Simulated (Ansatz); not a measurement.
Computed with Ansatz on PBE0-D4/def2-TZVP structures; ΔE is electronic, products minus reactants. CCSD(T)/CBS is the MP2 limit (def2-TZVPP, def2-QZVPP) plus CCSD(T) − MP2 in def2-TZVPP, frozen cores. This one scheme is used for every species. DFT in def2-TZVPP. B3LYP here is the variant with VWN-RPA as its local correlation; programs differ in this. For Ge outer-core shells are correlated without core-valence functions, which leaves a few kJ/mol of doubt a bond. Scalar relativity is left out up to krypton. Each species was taken in one conformer, which may not be the lowest.

`C#[C][GeH2][CH3]` + `C[SiH3]` → `C[SiH2][GeH2][CH3]` + `C#C`  (formal exchange of groups at a Ge–C bond)

`C#[C][GeH2][CH3]`:

```xyz
10

C     2.461   -0.111   -1.010
C     1.280   -0.251   -0.813
Ge   -0.584   -0.456   -0.474
C    -1.047    0.528    1.141
H     3.505    0.012   -1.187
H    -1.344    0.084   -1.696
H    -0.869   -1.958   -0.316
H    -2.111    0.423    1.354
H    -0.814    1.585    1.013
H    -0.477    0.143    1.988
```

`C[SiH3]`:

```xyz
8

C     0.604    0.285    0.728
Si   -0.540   -0.255   -0.651
H     0.053    0.833    1.495
H     1.392    0.936    0.345
H     1.076   -0.579    1.200
H    -1.616   -1.139   -0.127
H     0.211   -1.004   -1.695
H    -1.180    0.924   -1.295
```

`C[SiH2][GeH2][CH3]`:

Z-matrix (Å, degrees):
```
C
Si 1 1.878
H 1 1.092 2 110.8
H 1 1.092 2 110.9 3 -120.1
H 1 1.092 2 110.7 3 119.9
Ge 2 2.382 1 111.1 3 -60.3
H 2 1.491 1 109.8 3 179.5
H 2 1.490 1 110.1 3 61.4
C 6 1.962 2 111.2 1 -57.5
H 6 1.545 2 109.8 1 63.0
H 6 1.543 2 110.6 1 -179.0
H 9 1.090 6 110.3 2 179.6
H 9 1.091 6 110.3 2 59.7
H 9 1.091 6 110.2 2 -60.3
```

`C#C`:

```xyz
4

C    -0.347   -0.098   -0.478
C     0.347    0.098    0.478
H    -0.965   -0.272   -1.327
H     0.965    0.272    1.327
```

(1) Is it downhill or uphill in electronic energy at CCSD(T)/CBS, and by how much? (An estimate is asked.)

(2) What do these levels give: r2SCAN-D4, PBE0-D4, ωB97M-V, B3LYP, MP2/def2-TZVPP, MP2/def2-QZVPP? (Estimate.)

Largest T1 diagnostic among the species: 0.013.

Answers

(1) The calculation gave: Uphill: ΔE = +0.08 eV.

(2) Ansatz gave: r2SCAN-D4 0.05, PBE0-D4 0.01, ωB97M-V 0.09, B3LYP 0.11, MP2/def2-TZVPP 0.19, MP2/def2-QZVPP 0.15 eV.

In def2-TZVPP, CCSD(T) changes the Hartree–Fock value by −0.13 eV (the triples alone add −0.01 eV) and MP2 by −0.08 eV. From PBE to PBE0 (25 % exact exchange), in def2-TZVPP and without D4, ΔE moves by +0.03 eV.
